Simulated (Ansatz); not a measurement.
H2PbS (SMILES [SH][PbH]) moved off its minimum; all values from Ansatz (a first-principles code), cores frozen in correlated methods. Elements past Kr take the def2 small-core potentials, without spin–orbit coupling.
(charge 0, multiplicity 1)
```xyz
4

Pb     0.03524    -0.33264     0.27278
H      0.94667    -1.37822    -0.94505
S      0.19946     1.61026    -1.37392
H     -0.54565     2.48914    -0.60645
```

Forces at MP2/def2-TZVPPD (eV/Å):

```
atom      Fx      Fy      Fz
----  ------  ------  ------
Pb1   -0.016   0.201  -0.167
H2     0.020   0.010   0.018
S3    -0.661   0.558   0.746
H4     0.657  -0.769  -0.597
```

**Question.** Give the forces (eV/Å), the total energy and the dipole at CCSD(T)/def2-TZVPPD.

**Answer.** 
| atom | Fx | Fy | Fz |
|---|---|---|---|
| Pb1 | -0.088 | 0.218 | -0.023 |
| H2 | 0.097 | -0.088 | -0.079 |
| S3 | -0.583 | 0.525 | 0.628 |
| H4 | 0.574 | -0.655 | -0.526 |
Energy -590.8651 hartree, dipole 2.94 D.
